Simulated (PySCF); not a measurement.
One of the candidates below gave these computed data.

All candidates are C6H9NS.

- UV, first state: lowest singlet excitation: 5.37 eV (231 nm, f = 0.001) [TDDFT wB97X-D/def2-SVPD]
- UV, strongest line: among the 6 lowest singlet transitions: S5 at 7.67 eV (162 nm, f = 0.077) [TDDFT wB97X-D/def2-SVPD]
- Rotational structure: rotational constants A, B, C: 2.193, 1.540, 1.192 GHz [PBE0-D3(BJ)/def2-SVP]
- Polarisability: 91.0 au [wB97X-D/def2-SVPD]
- Dipole: 3.91 D [wB97X-D/def2-SVPD]

Electronic properties: PySCF, gas phase, density fitting. Levels stand in brackets. The structure is a single PBE0-D3(BJ)/def2-SVP conformer in the gas phase; no vibrational or solvent corrections.

Question: Which candidate is it?
A. `C=CC[C@@H](C#N)SC`
B. `C[C@@H](S)[C@@H]1C[C@@H]1C#N`
C. `CC(C)c1cscn1`
D. `CCCc1cncs1`
E. `N#CC1(S)CCCC1`

Answer: E. It is `N#CC1(S)CCCC1`. Numbering: `[N:1]#[C:2][C:3]1([SH:4])[CH2:5][CH2:6][CH2:7][CH2:8]1`. Its formula, C6H9NS, gives 3 degrees of unsaturation: 1 ring and 2 π bonds in the structure found. The optimised geometry has point group C1 and is an asymmetric top.

The others, at the same levels:
- `CCCc1cncs1` fails: its computed strongest line among the 6 lowest singlet transitions is S2 at 5.60 eV (221 nm, f = 0.143) (against S5 at 7.67 eV), static isotropic polarisability is 93.2 au (against 91.0 au) and rotational constant A is 3.310 GHz (against 2.193 GHz).
- `CC(C)c1cscn1` fails: its computed lowest singlet excitation is 5.53 eV (224 nm, f = 0.000) (against 5.37 eV), strongest line among the 6 lowest singlet transitions is S2 at 5.61 eV (221 nm, f = 0.081) (against S5 at 7.67 eV) and static isotropic polarisability is 94.4 au (against 91.0 au).
- `C=CC[C@@H](C#N)SC` fails: its computed strongest line among the 6 lowest singlet transitions is S5 at 7.24 eV (171 nm, f = 0.343) (against S5 at 7.67 eV), static isotropic polarisability is 97.3 au (against 91.0 au) and rotational constant A is 2.488 GHz (against 2.193 GHz).
- `C[C@@H](S)[C@@H]1C[C@@H]1C#N` fails: its computed lowest singlet excitation is 5.63 eV (220 nm, f = 0.002) (against 5.37 eV), static isotropic polarisability is 93.3 au (against 91.0 au) and rotational constant A is 2.858 GHz (against 2.193 GHz).

Each candidate is one conformer, not necessarily the lowest. Dipoles, sizes and rotational constants follow the conformer. The torsions of the flexible species, by atom-mapped SMILES:
- `[CH3:1][CH2:2][CH2:3][c:4]1[cH:5][n:6][cH:7][s:8]1`: C1–C2–C3–C4 -60°, C2–C3–C4–C5 118°
- `[CH3:1][CH:2]([CH3:3])[c:4]1[cH:5][s:6][cH:7][n:8]1`: C1–C2–C4–C5 -118°
- `[CH2:1]=[CH:2][CH2:3][C@@H:4]([C:5]#[N:6])[S:7][CH3:8]`: C1–C2–C3–C4 117°, C2–C3–C4–C5 60°, C3–C4–S7–C8 -68°
- `[CH3:1][C@@H:2]([SH:3])[C@@H:4]1[CH2:5][C@@H:6]1[C:7]#[N:8]`: C1–C2–C4–C5 157°, H–S3–C2–C1 -55°

The conformers of `N#CC1(S)CCCC1` aren't listed.
